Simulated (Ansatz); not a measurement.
CH3Cl3Ge (`[CH3][Ge]([Cl])([Cl])[Cl]`). Charge 0, multiplicity 1. All single points use the PBE0-D4/def2-TZVP geometry.

```xyz
8

C    -1.091    0.214    0.146
Ge    0.782   -0.154   -0.105
Cl    1.082   -2.018   -1.102
Cl    1.722    1.363   -1.278
Cl    1.811   -0.251    1.764
H    -1.577    0.259   -0.829
H    -1.199    1.169    0.659
H    -1.531   -0.582    0.745
```

What is the dipole moment at B3LYP/def2-TZVPP? (Estimate.)

The calculation gave: 2.64 D, with components (-2.57, 0.50, 0.34) D in this frame, pointing from negative to positive charge.

And with PBE, r2SCAN, ωB97M-V? (Best estimate.)

Computed: PBE 2.59 D, r2SCAN 2.68 D, ωB97M-V 2.62 D.

Give the Mulliken charges with B3LYP, PBE, ωB97M-V in def2-TZVPP. (Estimate.)

Computed: 
```csv
atom,B3LYP,PBE,ωB97M-V
C1,-0.34,-0.32,-0.39
Ge2,0.76,0.69,0.66
Cl3,-0.27,-0.25,-0.24
Cl4,-0.27,-0.25,-0.24
Cl5,-0.27,-0.25,-0.24
H6,0.13,0.13,0.15
H7,0.13,0.13,0.15
H8,0.13,0.13,0.15
```

B3LYP here is the variant with VWN-RPA as its local correlation; programs differ in this.
